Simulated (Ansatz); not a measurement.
`[NH2][Al]([F])[O][SiH3]` + H–F → `[NH2][Al]([F])[F]` + silanol  (ligand exchange at the Al–O bond)

Program: Ansatz. Geometries: PBE0-D4/def2-TZVP. ΔE: electronic, gas phase. CCSD(T)/CBS is the MP2 limit (def2-TZVPP, def2-QZVPP) plus CCSD(T) − MP2 in def2-TZVPP, frozen cores. This one scheme is used for every species. One conformer a species, not always the lowest.

```json
{"species": "`[NH2][Al]([F])[O][SiH3]`", "CCSD(T)/CBS(def2) energy (Eh)": "-763.99826"}
{"species": "H–F", "CCSD(T)/CBS(def2) energy (Eh)": "-100.39570"}
{"species": "`[NH2][Al]([F])[F]`", "CCSD(T)/CBS(def2) energy (Eh)": "-497.71159"}
{"species": "`O[SiH3]`", "CCSD(T)/CBS(def2) energy (Eh)": "-366.69042"}
```

Q: Work out ΔE.

A: ΔE = (-497.71159) + (-366.69042) − (-763.99826) − (-100.39570) = -0.00805 Eh = -0.22 eV.

Largest T1 diagnostic among the species: 0.012.

The D4 term adds +0.06 eV with B3LYP and +0.04 eV with PBE0; it sums over pairs of atoms, weighted by their polarisabilities, and B3LYP, whose exchange is more repulsive, gets the larger term. From PBE to PBE0 (25 % exact exchange), in def2-TZVPP and without D4, ΔE moves by +0.05 eV. Leaving LDA and LC-ωPBE aside and taking each functional with its dispersion term where it has one, the values, not all of them listed here, spread over 0.09 eV, from B97M-V to BHLYP-D4. LDA lies +0.06 eV from PBE without D4.

B3LYP here is the variant with VWN-RPA as its local correlation; programs differ in this.
